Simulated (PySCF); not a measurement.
**PtF₃: one-bond stretch**

Level of theory: UPBE0 in PySCF with Pt def2-SVP with ECP60, F def2-SVP; scalar-relativistic core potentials, no spin–orbit coupling; density-fitted integrals.

Rigid scan from the doublet minimum (Pt–F 1.859 Å (×2), Pt–F 1.877 Å; F–Pt–F 92.3° (×2), F–Pt–F 175.4°). Coordinate: the bond from Pt to the last atom (F) scaled, the rest fixed. Energies in kJ/mol from the minimum.

Q: Predict the curve at 0.92, 0.96, 1.00, 1.05, 1.12, 1.20, 1.35, 1.55, 1.80, 2.20.

A: 
```
scale of one bond  E (kJ/mol)  dipole size (D)  ⟨S²⟩
             0.92        44.2             2.98  0.75
             0.96         9.6             2.84  0.75
             1.00         0.0             2.77  0.75
             1.05        11.1             2.76  0.75
             1.12        51.2             2.83  0.76
             1.20       112.2             2.94  0.76
             1.35       219.6             2.78  0.76
             1.55       292.2                –  0.75
             1.80       320.6                –  0.75
             2.20       332.4                –  0.75
```

Other spin states or occupations of the open shell can lie lower. No spin–orbit coupling is included, which matters more the heavier the element.

Other isomers or separated fragments may lie lower.
